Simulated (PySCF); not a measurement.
# I²⁺: excitation energy

I²⁺ [Kr] 4d10 5s2 5p3 (4S) → I²⁺ [Kr] 4d10 5s2 5p2 6s1 (4P), as a difference of total energies. Computed with PySCF 2.14 in aug-cc-pwCVDZ-PP with ECP28MDF (6s5p4d1f, 48 functions), with scalar relativity through the core potential. Correlated levels: valence: 4s2 4p6 4d10 frozen; valence and next inner shell: nothing frozen outside the core potential. The calculations carry no spin-orbit coupling.

```tsv
method	excitation energy (eV)
UHF	15.219
LDA	14.845
PBE	14.794
PBE0	15.065
r2SCAN	15.476
wB97X-V	15.083
BLYP	14.672
M06	14.908
MN15	15.131
MP2 (valence)	15.154
SCS-MP2 (valence)	15.143
MP2 (valence and next inner shell)	15.169
SCS-MP2 (valence and next inner shell)	15.133
```

How much does correlation contribute at MP2 (valence and next inner shell)?

15.169 − (15.219) = -0.050 eV, measured against UHF.

The promoted electron is Rydberg-like, and one or two diffuse shells describe it only roughly, which tends to raise the upper state.
